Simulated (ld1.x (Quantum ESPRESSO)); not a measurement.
What one change does to a pseudopotential (xenon, TM semilocal)

* Element: Xe
* Generator: ld1.x (Quantum ESPRESSO) 7.5
* Type: norm-conserving Troullier–Martins (semilocal form)
* Functional: PBEsol
* Relativity: scalar-relativistic
* Frozen core: [Kr] 4d10
* Valence charge: 8
* Reference configuration: 5s2 5p6
* Partial waves: 5p (bound): rc 1.75 bohr; 5d channel at 0.35 Ry: rc 1.70 bohr; 5s (bound): rc 1.25 bohr
* Local potential: the s channel
* Core correction: a·sin(br)/r model core inside 1.10 bohr

All-electron outer shells of the reference configuration (PBEsol, scalar-relativistic, ld1.x):

```tsv
shell	level (eV)	outermost node (bohr)	outermost maximum (bohr)
4p	-141.07	0.36	0.69
4d	-59.31	0.34	0.75
5s	-19.78	0.85	1.63
5p	-8.24	0.92	1.91
```

Change: wave 5s (bound): rc 1.25 bohr becomes 5s (bound): rc 1.40 bohr.

Cutoffs: the cutoffs (Ry, on a coarse ladder) from which the occupation-weighted sum of valence levels, in a spherical-Bessel basis at the reference potential, stays within 10 and 1 mRy of its value at 400 Ry; they do not see the model core or the augmentation charge, which bear on the density cutoff. Errors are all-electron minus pseudo energies relative to the spin-unpolarised reference configuration.

Task: Predict the effect on cutoff, ghosts and configuration errors.

Result: The potential gets softer (140 Ry and 230 Ry → 70 Ry and 140 Ry); of the 6 tests that both files solve, the error grows in 4 and shrinks in 1 by more than 15 % and 0.3 meV (median size 2.3 → 8.0 meV); the range in which the s phases agree widens (upper end -0.2 → 2.4); neither file shows a bound ghost. A larger radius leaves more room for a smooth pseudo-wave, so fewer plane waves are needed. A semilocal file is local in each channel, so a ghost entry of none says nothing of the separable form that plane-wave codes build from it.

```csv
quantity,base,changed
"cutoff, loose",140 Ry,70 Ry
"cutoff, tight",230 Ry,140 Ry
loose cutoff by channel (10 mRy a level),"p 15 Ry, s 60 Ry","p 15 Ry, s 40 Ry"
bound ghosts,none,none
"error for 5s2 5p5, meV [ΔE 12.55 eV]",-1.5,-2.1
"error for 5s2 5p4, meV [ΔE 34.33 eV]",0.0,-4.1
"error for 5s2 5p3, meV [ΔE 66.10 eV]",+3.6,-12
"error for 5s1 5p6, meV [ΔE 24.73 eV]",-21,-12
"error for 5s2 5p2, meV [ΔE 108.49 eV]",+3.1,-42
"error for 5s2 5p5.5, meV [ΔE 5.18 eV]",-1.1,-1.1
s: phases at 1.90 bohr within 0.05 rad from the reference energy up to (Ry; the scan ends near 5),-0.2,2.4
p: phases at 1.90 bohr within 0.05 rad from the reference energy up to (Ry; the scan ends near 5),to the end of the scan,to the end of the scan
d: phases at 1.90 bohr within 0.05 rad from the reference energy up to (Ry; the scan ends near 5),1.0,1.0
```
